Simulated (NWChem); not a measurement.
System: SiBr4; SMILES Br[Si](Br)(Br)Br

Here is an NWChem input.

```
start job
memory heap 200 mb stack 900 mb global 1100 mb
geometry units angstroms noautoz
  Br    -1.812068    -1.251787     0.070247
  Si    -0.000015     0.000003     0.000012
  Br     1.782866    -1.292432    -0.080487
  Br     0.089869     1.263990     1.802707
  Br    -0.060693     1.280218    -1.792441
end
basis spherical
  * library def2-tzvpd
end
dft
  xc slater vwn_5
  iterations 150
  semidirect filesize 400000000
  mulliken
end
task dft energy
```

Geometry: optimised at PBE0/def2-SVP.

Problem. What results follow from this input? (LDA (Slater exchange, VWN5)/def2-TZVPD.) Quantities: energy (Ha); highest occupied level (eV); orbital gap (eV).

Solution. 
- energy (Ha) = -10571.02
- highest occupied level (eV) = -7.59
- orbital gap (eV) = 4.64
